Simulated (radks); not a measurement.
Problem. A nucleus of charge 80.9 with 79 electrons, configuration [Xe] 4f14 5d10 6s1. Method: Dirac Kohn-Sham, PBE, spin-unpolarised, spherical densities, finite nucleus; Fermi nuclear charge, rms radius 5.4759 fm; computed with a radial shooting solver on a logarithmic mesh with Libxc functionals.

Spin-orbit splittings of the eigenvalues, e(l+1/2) - e(l-1/2), with zeta = 2 splitting/(2l+1) and mean radii in bohr:

| shell | occ. | splitting (eV) | zeta (eV) | <r> j=l-1/2 | <r> j=l+1/2 |
|---|---|---|---|---|---|
| 2p | 6 | 2053 | 1369 | 0.05599 | 0.06477 |
| 3p | 6 | 456.3 | 304.2 | 0.1677 | 0.1838 |
| 3d | 10 | 97.49 | 39.00 | 0.1598 | 0.1646 |
| 4p | 6 | 110.9 | 73.91 | 0.3939 | 0.4282 |
| 4d | 10 | 20.69 | 8.274 | 0.4342 | 0.4453 |
| 4f | 14 | ? | ? | 0.4659 | 0.4725 |
| 5p | 6 | 20.00 | 13.33 | 0.9449 | 1.039 |
| 5d | 10 | 2.214 | 0.8855 | 1.343 | 1.393 |

Estimate the 4f splitting.

Solution. 4.557 eV (zeta = 1.302 eV).
